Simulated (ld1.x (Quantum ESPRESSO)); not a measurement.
## Reading a pseudo-wave (Ho)

Columns: radius, all-electron u(r) and pseudo u(r) of the 5d shell (level -2.20 eV) of holmium in the configuration [Kr] 4d10 4f10 5s2 5p6 5d1 6s2 6p0; PBE, scalar-relativistic, TM scheme, ld1.x (Quantum ESPRESSO) 7.5.

```
r (bohr)  all-electron  pseudo
   0.108        0.1537  0.0008
   0.215        0.0575  0.0059
   0.322       -0.1532  0.0190
   0.430       -0.2484  0.0432
   0.538       -0.2164  0.0797
   0.645       -0.1139  0.1275
   0.752        0.0138  0.1850
   0.860        0.1418  0.2497
   0.968        0.2564  0.3171
   1.075        0.3523  0.3822
   1.182        0.4298  0.4420
   1.290        0.4908  0.4942
   1.398        0.5365  0.5365
   1.505        0.5689  0.5682
   1.612        0.5907  0.5902
   1.720        0.6040  0.6038
   1.828        0.6102  0.6102
   1.935        0.6110  0.6110
   2.042        0.6075  0.6075
   2.150        0.6007  0.6007
   2.258        0.5915  0.5915
   2.365        0.5805  0.5805
   2.472        0.5682  0.5682
   2.580        0.5548  0.5548
   2.688        0.5408  0.5408
   2.795        0.5266  0.5266
```

Task: How many radial nodes do the two functions have?

Result: The all-electron 5d function has n − l − 1 = 2; the pseudo-wave has 0, since the states of the same l below it are removed with the core.

Task: At about which radius was the pseudo-wave matched?

Result: 2.05 bohr. The columns agree to 0.0005 from 1.72 bohr on; several derivatives are matched, so the curves merge somewhat inside the radius.

Task: Is the pseudo-wave norm-conserving?

Result: Yes: the TM scheme keeps the norm inside the radius equal to the all-electron one, which fixes the energy derivative of the logarithmic derivative at the level.
